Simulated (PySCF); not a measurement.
Computed IR spectrum (relative IR intensity) of a molecule C2H4Cl2Si. Geometry optimised at PBE-D3(BJ)/def2-SVP. The values are those of a single conformer. Method: PBE-D3(BJ)/def2-SVP (PySCF 2.14.0). Frequencies are harmonic and unscaled.

Lines under 2 % of the strongest are left out, and lines within 2 cm⁻¹ are merged.

ν (cm⁻¹): 165 (vw), 513 (m), 585 (vs), 711 (m), 776 (vs), 783 (vs), 952 (m), 975 (w), 995 (w), 1371 (w), 1618 (w), 2201 (s), 3052 (w), 3145 (vw) (against the strongest line: vs over 80 %, s over 45 %, m over 15 %, w over 4 %, vw less)

Q: Which structure fits?
A) C=C[SiH](Cl)Cl
B) Cl/C=C\[SiH2]Cl
C) C=C(Cl)[SiH2]Cl
D) [SiH3]C=C(Cl)Cl

A: A, C=C[SiH](Cl)Cl
